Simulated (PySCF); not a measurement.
Record of a relaxation.

tert-butyl ethyl sulfide, C₆H₁₄S.
SMILES with atom numbers: `[CH3:1][CH2:2][S:3][C:4]([CH3:5])([CH3:6])[CH3:7]` (hydrogens: H8, H9, H10 on C1; H11, H12 on C2; H13, H14, H15 on C5; H16, H17, H18 on C6; H19, H20, H21 on C7)

Computed by this run: PBE0-D3(BJ)/def2-SVP geometry optimisation, gas phase in PySCF; density fitting, grid level 2; the optimiser is geomeTRIC in internal coordinates, started from a GFN2-xTB structure. 3 of its 4 geometries are shown. The frame can shift and turn from step to step; on so coarse a grid that alone can change the energy by a few meV, and forces under 0.02 eV/Å are noise.

Step 0: E = -17267.1336 eV, largest atomic force 0.713 eV/Å
```
atom  x, y, z in Å  |  force x, y, z in eV/Å
C1      3.164   -0.291    0.705   -0.531  -0.064  -0.193
C2      1.775   -0.532    0.143   -0.216   0.559   0.385
S3      0.631    0.717    0.838    0.001  -0.043  -0.039
C4     -1.006    0.298    0.066    0.246  -0.026   0.049
C5     -1.971    1.334    0.635    0.491  -0.290  -0.098
C6     -0.918    0.432   -1.448   -0.018  -0.009   0.473
C7     -1.430   -1.105    0.476    0.132   0.441  -0.095
H8      3.152   -0.371    1.789    0.074  -0.039   0.454
H9      3.861   -1.025    0.305    0.308  -0.253  -0.124
H10     3.509    0.706    0.440    0.222   0.390  -0.090
H11     1.776   -0.429   -0.942    0.021  -0.107  -0.381
H12     1.412   -1.521    0.422   -0.071  -0.388  -0.025
H13    -1.648    2.338    0.372    0.077   0.453  -0.107
H14    -2.008    1.261    1.720   -0.076  -0.004   0.463
H15    -2.972    1.172    0.239   -0.407  -0.074  -0.167
H16    -0.272   -0.332   -1.876    0.249  -0.277  -0.218
H17    -1.908    0.318   -1.886   -0.425  -0.088  -0.240
H18    -0.529    1.411   -1.721    0.144   0.369  -0.143
H19    -2.446   -1.297    0.136   -0.441  -0.140  -0.172
H20    -0.780   -1.858    0.037    0.228  -0.336  -0.145
H21    -1.402   -1.208    1.559   -0.008  -0.076   0.412
```

Step 2: E = -17267.1879 eV, largest atomic force 0.022 eV/Å
```
atom  x, y, z in Å  |  force x, y, z in eV/Å
C1      3.172   -0.326    0.501   -0.004   0.012   0.009
C2      1.771   -0.542   -0.043    0.003  -0.017  -0.013
S3      0.663    0.709    0.664   -0.002   0.010   0.008
C4     -0.978    0.316   -0.084    0.003  -0.001  -0.001
C5     -1.912    1.369    0.510   -0.002   0.007   0.005
C6     -0.927    0.456   -1.602    0.001  -0.001  -0.008
C7     -1.436   -1.081    0.322   -0.001  -0.008   0.001
H8      3.189   -0.412    1.598   -0.001  -0.003  -0.002
H9      3.867   -1.073    0.089   -0.004  -0.003  -0.004
H10     3.549    0.674    0.238   -0.001  -0.003  -0.003
H11     1.771   -0.461   -1.142    0.001   0.005   0.003
H12     1.411   -1.550    0.219    0.001   0.004   0.005
H13    -1.585    2.386    0.244    0.003  -0.002  -0.001
H14    -1.947    1.295    1.607    0.003  -0.002  -0.001
H15    -2.934    1.225    0.123    0.004  -0.003  -0.001
H16    -0.266   -0.296   -2.059    0.002   0.001   0.003
H17    -1.933    0.312   -2.031   -0.001  -0.004   0.002
H18    -0.565    1.453   -1.893   -0.004   0.000   0.006
H19    -2.456   -1.270   -0.053    0.000   0.001  -0.004
H20    -0.784   -1.862   -0.098    0.002   0.002   0.001
H21    -1.442   -1.190    1.416   -0.002   0.006  -0.002
```

Step 3: E = -17267.1880 eV, largest atomic force under 0.02 eV/Å
```
atom  x, y, z in Å  |  force x, y, z in eV/Å
C1      3.171   -0.326    0.500   -0.004   0.001   0.000
C2      1.769   -0.541   -0.043    0.005   0.002   0.003
S3      0.663    0.711    0.665    0.001  -0.001   0.000
C4     -0.978    0.317   -0.084    0.002  -0.001  -0.001
C5     -1.913    1.369    0.510    0.004   0.000   0.001
C6     -0.925    0.456   -1.602   -0.003   0.000   0.003
C7     -1.434   -1.081    0.322   -0.002   0.003  -0.002
H8      3.189   -0.414    1.597   -0.001  -0.002   0.001
H9      3.863   -1.075    0.087    0.003  -0.003  -0.001
H10     3.549    0.673    0.236    0.000   0.001  -0.002
H11     1.769   -0.460   -1.141    0.001   0.002  -0.003
H12     1.408   -1.549    0.220   -0.001  -0.003   0.003
H13    -1.585    2.385    0.243    0.001   0.001   0.000
H14    -1.947    1.295    1.607    0.001   0.000   0.001
H15    -2.934    1.224    0.122   -0.004  -0.001  -0.002
H16    -0.262   -0.294   -2.058    0.002   0.001   0.000
H17    -1.930    0.309   -2.031   -0.002  -0.003  -0.002
H18    -0.566    1.455   -1.892   -0.002   0.003   0.001
H19    -2.453   -1.271   -0.055   -0.002  -0.002  -0.003
H20    -0.781   -1.861   -0.096    0.002   0.000   0.001
H21    -1.442   -1.188    1.416   -0.003   0.002   0.002
```

Q: Summarise the path.

A: The energy falls by 5.25 kJ/mol from step 0 to step 3; nine tenths of that is first reached at step 1. It falls at every step. The largest force goes from 0.713 to under 0.02 eV/Å. Among the bonds C2–S3 changes most, from 1.830 to 1.815 Å; the atoms move by 0.030 Å rms after alignment.

The cost below is that of the whole optimisation. The run took 45 s of wall time on an AMD EPYC 9R14 with one thread, on a shared host, and the process peaked at 0.80 GiB of memory.
